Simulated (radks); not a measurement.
Values are calculated unless marked as measured or tabulated.
Radial electron density D(r) = 4 pi r^2 rho(r) of an atom or ion with 62.5 electrons. Level of theory: scalar-relativistic Kohn-Sham, BLYP, spin-unpolarised, spherical densities, finite nucleus; Fermi nuclear charge, rms radius of each element as measured or else 0.836 A^(1/3) + 0.57 fm (a radial shooting solver on a logarithmic mesh with Libxc functionals).

| r (bohr) | D(r) (e/bohr) |
|---|---|
| 0.001645 | 9.718 |
| 0.001915 | 12.26 |
| 0.00223 | 15.38 |
| 0.002596 | 19.15 |
| 0.003022 | 23.67 |
| 0.003518 | 28.99 |
| 0.004062 | 34.79 |
| 0.004729 | 41.67 |
| 0.005506 | 49.22 |
| 0.00641 | 57.19 |
| 0.007462 | 65.21 |
| 0.008687 | 72.79 |
| 0.01011 | 79.31 |
| 0.01177 | 84.11 |
| 0.01371 | 86.67 |
| 0.01596 | 86.74 |
| 0.01857 | 84.58 |
| 0.02162 | 81.11 |
| 0.02517 | 77.92 |
| 0.02931 | 76.96 |
| 0.03412 | 79.94 |
| 0.03972 | 87.43 |
| 0.04624 | 98.16 |
| 0.05383 | 108.9 |
| 0.06266 | 115.3 |
| 0.07295 | 114.2 |
| 0.08493 | 105.9 |
| 0.09808 | 95.26 |
| 0.1142 | 87.76 |
| 0.1329 | 88.74 |
| 0.1547 | 96.49 |
| 0.1801 | 102.6 |
| 0.2097 | 97.93 |
| 0.2442 | 80.69 |
| 0.2842 | 59.22 |
| 0.3309 | 45.43 |
| 0.3852 | 44.26 |
| 0.4484 | 49.73 |
| 0.5221 | 51.53 |
| 0.6078 | 44.93 |
| 0.7075 | 33.32 |
| 0.8237 | 22.83 |
| 0.9589 | 16.46 |
| 1.116 | 13.15 |
| 1.3 | 10.56 |
| 1.513 | 7.558 |
| 1.761 | 4.565 |
| 2.05 | 2.403 |
| 2.368 | 1.367 |
| 2.757 | 1.010 |
| 3.209 | 0.8994 |
| 3.736 | 0.7182 |
| 4.349 | 0.4502 |
| 5.063 | 0.2120 |
| 5.895 | 0.07247 |
| 6.862 | 0.01726 |
| 7.989 | 0.002754 |
| 9.3 | 0.0002801 |

What is the nuclear charge?

Answer. Z = 65. The innermost maximum, from 1s, lies near gamma/Z bohr with gamma = sqrt(1 - (Z/c)^2) = 0.880, here 0.0135 bohr (found: 0.0148), and its height grows with Z. The density is that of the terbium ion Tb2.5+ in [Xe] 4f6.5 6p2; the configuration itself is not fixed sharply by these data, and Z only to a few units. D(r) has 4 maxima, at r = 0.0148, 0.0663, 0.185, 0.502 bohr, and minima at 0.0284, 0.121, 0.361 bohr, inside which lie 1.93, 11.10, 29.33 electrons.
